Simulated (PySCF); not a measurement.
C₇H₇BO₃, SMILES OB(O)c1ccc(cc1)C=O, GFN2-xTB optimised geometry.

```
18

O     -1.33    -4.05     0.01
C     -1.83    -2.96     0.00
C     -1.10    -1.69     0.00
C     -1.78    -0.47     0.00
C     -1.07     0.72     0.00
C      0.32     0.73     0.00
B      1.09     2.12     0.00
O      0.37     3.25    -0.16
O      2.44     2.24     0.16
C      0.99    -0.49     0.00
C      0.30    -1.69     0.00
H     -2.94    -2.83    -0.01
H     -2.86    -0.46     0.00
H     -1.60     1.66    -0.01
H      0.89     4.05    -0.15
H      2.94     1.43     0.27
H      2.07    -0.52    -0.01
H      0.81    -2.63     0.00
```

Density from PySCF with B3LYP/def2-SVP at that geometry.

Minimum of the electron density along straight lines between bonded atoms, close to the bond critical point (lines longer than 1.1 times the sum of covalent radii, or with two minima, are not listed):

| bond | length / Å | ρ at the minimum / e bohr⁻³ | ∇²ρ there / e bohr⁻⁵ | position (fraction from the first atom) |
|---|---|---|---|---|
| O1–C2 | 1.205 | ___ | 0.48 | 0.67 |
| C2–C3 | 1.466 | 0.279 | -0.71 | 0.50 |
| C3–C4 | 1.395 | 0.309 | -0.79 | 0.50 |
| C4–C5 | 1.380 | 0.318 | -0.83 | 0.51 |
| C5–C6 | 1.397 | 0.307 | -0.78 | 0.50 |
| C6–B7 | 1.588 | ___ | ___ | 0.68 |
| B7–O8 | 1.348 | 0.209 | 1.16 | 0.33 |
| B7–O9 | 1.359 | 0.202 | 1.15 | 0.33 |
| C6–C10 | 1.398 | 0.307 | -0.78 | 0.49 |
| C3–C11 | 1.396 | 0.309 | -0.79 | 0.50 |
| C10–C11 | 1.379 | 0.318 | -0.83 | 0.50 |
| C2–H12 | 1.109 | 0.276 | -1.03 | 0.63 |
| C4–H13 | 1.081 | 0.284 | -1.08 | 0.63 |
| C5–H14 | 1.079 | 0.287 | -1.12 | 0.64 |
| O8–H15 | 0.958 | 0.356 | -2.41 | 0.82 |
| O9–H16 | 0.955 | 0.360 | -2.41 | 0.81 |
| C10–H17 | 1.082 | 0.282 | -1.05 | 0.62 |
| C11–H18 | 1.080 | 0.286 | -1.12 | 0.64 |

Problem. Fill in the missing entries.

Solution. 
- O1–C2, ρ at the minimum / e bohr⁻³: 0.412
- C6–B7, ρ at the minimum / e bohr⁻³: 0.180
- C6–B7, ∇²ρ there / e bohr⁻⁵: -0.20
